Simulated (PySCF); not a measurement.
**WH4(PH3) at several levels of theory**

Computed with PySCF 2.14.0 (density fitting, no spin-orbit coupling) at the geometry relaxed with PBE0:

```xyz
9
WH4(PH3) (triplet)
W     0.0000    0.5891    0.0492
H     0.0000   -0.1919    1.5673
H     1.4016    0.1786   -0.8355
H     0.0000    2.3445    0.3053
H    -1.4016    0.1786   -0.8355
P     0.0000   -1.9390   -0.3366
H    -1.0685   -2.7315    0.1653
H     0.0000   -2.4484   -1.6640
H     1.0685   -2.7315    0.1653
```

```
level                                             basis    state  HOMO (eV)  gap (eV)  charge on W1 (e)  dipole about the centre of mass (D)  largest force component (eV/Å)
 PBE0     W def2-SVP with ECP60, H def2-SVP, P def2-SVP  triplet      -6.48      4.47              0.56                                 3.53                            0.02
 PBE0  W def2-TZVP with ECP60, H def2-TZVP, P def2-TZVP  triplet      -6.44      4.43              0.31                                 3.24                            0.34
 PBE0          W x2c-SVPall, H x2c-SVPall, P x2c-SVPall  triplet      -6.64      4.40              0.28                                 3.58                            0.41
```

HOMO and gap are taken over both spins. Charges are Mulliken's, which hang on the basis. The relaxation used the grid (50, 194), these runs (75, 302) or, all-electron (x2c bases, spin-free X2C Hamiltonian), (99, 590).

(1) Order these levels, in the first row's basis, by the HOMO–LUMO gap they give here, smallest first.
A. r2SCAN
B. TPSS
C. wB97X
D. revPBE

(2) And their other results?

Open shells may have lower solutions than the one found.

## Answers

(1) D (1.99 eV), B (2.19 eV), A (2.76 eV), C (8.78 eV).

(2) 
```
 level    state  HOMO (eV)  gap (eV)  charge on W1 (e)  dipole about the centre of mass (D)  largest force component (eV/Å)
r2SCAN  triplet      -5.53      2.76              0.60                                 3.51                            0.06
  TPSS  triplet      -5.23      2.19              0.62                                 3.37                            0.19
 wB97X  triplet      -8.81      8.78              0.70                                 3.68                            0.38
revPBE  triplet      -5.03      1.99              0.47                                 3.38                            0.32
```
